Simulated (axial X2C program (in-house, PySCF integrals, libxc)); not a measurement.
## Spectroscopic constants of HfH

Computed with an in-house relativistic program for diatomic molecules. Spin-free means the one-electron spin-free X2C Hamiltonian; two-component (2c) means X2C with spin–orbit coupling and atomic mean-field two-electron Coulomb and Gaunt terms, so the difference of the two also holds small scalar two-electron terms. Basis: Hf dyall-cv3z [13s14p9d7f4g], H dyall-v3z [6s2p1d] (cores contracted in-house); Gaussian nuclei, density fitting, unrestricted open shells. Masses: Hf 179.947 u, H 1.008 u.

The run was started with this input:
```json
{
 "zs": [
  72,
  1
 ],
 "q": 0,
 "bas": [
  "dyall-cv3z",
  "dyall-v3z"
 ],
 "levels": [
  "PBE0",
  "HF",
  "LDA"
 ],
 "cc": true,
 "r0": 1.84,
 "thr": -2.0,
 "nmax": 110,
 "npts": 10,
 "nst": 2,
 "ntry": 8
}
```
```bash
python so2c.py task.json out
```

Keys: zs atomic numbers; q charge; bas basis sets; levels methods; cc coupled cluster on or off; r0 starting distance in Å; thr threshold in hartree for freezing inner shells (an s shell follows its p shell); nmax most natural virtual spinors; npts points on the curve; nst determinants followed; ntry starts of the search. HF also brings MP2.

State, spin-free: M_S = 1/2, Λ = 2 (beyond evenly filled blocks: δ+α); electrons by block: σα: 14, σβ: 14, π+α: 7, π+β: 7, π-α: 7, π-β: 7, δ+α: 4, δ+β: 3, δ-α: 3, δ-β: 3, φ+α: 1, φ+β: 1, φ-α: 1, φ-β: 1. Fragments: Hf + H.

State, 2c: Ω = 3/2 (⟨Sz⟩ = -0.43, ⟨Lz⟩ = 1.93 at PBE0); electrons by block: 1/2: 21, -1/2: 21, 3/2: 11, -3/2: 10, 5/2: 4, -5/2: 4, 7/2: 1, -7/2: 1. Fragments: Hf + H.

```tsv
Hamiltonian	level	Re (Å)	ωe (cm⁻¹)	ωexe (cm⁻¹)	αe (cm⁻¹)	De (eV)	D0 (eV)	μ (D)
spin-free	PBE0	1.820	1692.5	23.5	0.113	2.64	2.54	-1.13
spin-free	HF	1.883	1621.5	20	0.0952	2.10	2.00	-0.33
spin-free	CCSD	1.840	1683.0	22.5	0.105	2.78	2.68	n/a
spin-free	CCSD(T)	1.839	1682.2	22.9	0.106	2.79	2.68	n/a
spin-free	LDA	1.808	1695.0	25	0.12	3.06	2.95	-1.19
2c	PBE0	1.819	1690.2	23.3	0.113	n/a	n/a	-1.15
2c	HF	1.875	1648.1	19.8	0.0951	n/a	n/a	-0.49
2c	CCSD	1.845	1661.7	21.9	0.103	n/a	n/a	n/a
2c	CCSD(T)	1.843	1660.1	22.2	0.104	2.64	2.54	n/a
2c	LDA	1.804	1693.2	24.9	0.12	n/a	n/a	-1.24
```

Correlated methods: 13 electrons correlated (number of frozen shells: Hf 4 s, 3 p, 2 d, 1 f; H none), 249 virtual spin orbitals or spinors in MP2, 110 natural virtuals in coupled cluster.

Dipoles are positive if H is the positive end.

One determinant describes the state; a PBE0 search over occupations chose it and may have missed a lower one. De is counted from the lowest determinant-based energies of the atoms at the same level, without counterpoise correction. De is not given where an atomic determinant may have missed its ground term or J level, or where the truncated virtual space spoils (T). Density functionals use the spin component along the axis (collinear). CCSD and (T) use frozen natural virtuals with an MP2 correction for the truncation; (T) itself is uncorrected, so its De runs slightly low. PBE0 can misorder states that lie within some tenths of an eV, so this need not be the ground state of the molecule. The nearest other spin-free determinant of the search, M_S = 1/2, Λ = 1, lies 0.10 eV up at the distance of the search. The functionals have no current-density term, which raises determinants with orbital currents, atoms included. At some level and bond length an empty orbital lies below a filled one. The determinant is spin-polarised beyond a pure state at some levels (its spin-free form has ⟨S²⟩ too high), which makes Re and μ there less reliable. The T1 diagnostic is large, a sign of multireference character.

No reliable constants came from MP2 (2c), MP2 (spin-free): no minimum in range, unconverged points, a curve that is not smooth, a change of character along it, or the two Hamiltonians disagreeing along it.

Rough cost a point (2c) on 1 thread(s) of a shared host, integrals apart: PBE0 1.4 s, HF 1.2 s, CCSD(T) 30 s, LDA 0.4 s.

The whole task took 11 min on 1 thread of Arm Neoverse V1, on a shared host.
